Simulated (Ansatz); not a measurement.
Isolated molecules relaxed with PBE0-D4/def2-TZVP in Ansatz; ΔE leaves out vibrations. CCSD(T)/CBS adds triple-zeta CCSD(T) − MP2 to the extrapolated MP2 energy (def2 sets, frozen cores). DFT in def2-TZVPP. B3LYP here is the variant with VWN-RPA as its local correlation; programs differ in this. For Ge outer-core shells are correlated without core-valence functions, which leaves a few kJ/mol of doubt a bond. Scalar relativity is left out up to krypton. One conformer a species, not always the lowest.

`CB[SiH2]BC` + `[SH][GeH3]` → `CB[S][GeH3]` + `CB[SiH3]`  (cleavage of the B–Si bond)

```csv
level,ΔE (eV)
PBE-D4,-1.07
r2SCAN-D4,-1.11
B3LYP-D4,-1.12
ωB97M-V,-1.15
B2PLYP,-1.16
PBE,-1.06
PBE0,-1.09
CCSD/CBS(def2),-1.13
```

What does CCSD(T)/CBS give? (An estimate is asked.)

The calculation gave: -1.14 eV. The listed levels differ from it by 0.07, 0.03, 0.02, -0.01, -0.02, 0.08, 0.05, 0.01 eV.

Largest T1 diagnostic among the species: 0.013.
